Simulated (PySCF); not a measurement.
H3N. Atoms are numbered in the order given.

```xyz
4

N      0.0000     0.0000     0.1117
H      0.8165    -0.4714    -0.2605
H     -0.8165    -0.4714    -0.2605
H      0.0000     0.9428    -0.2605
```
Charge 0, spin multiplicity 1.

The structure is a stationary point at B3LYP-D3(BJ)/def2-TZVP.

These are PBE/pcSseg-1 (PySCF) values and carry that method's errors.

GIAO shieldings, no solvent; atoms alike by connectivity are averaged. δ = σ(ref) − σ: ¹H against TMS (σ = 31.49 ppm), references at their B3LYP-D3(BJ)/def2-TZVP geometries, non-relativistic.

Estimate the chemical shifts. (Estimate from the structure and the level; the computed values follow.)


| nucleus | atoms | count | δ (ppm) |
|---|---|---|---|
| ¹H | H2, H3, H4 | 3 | -0.36 |
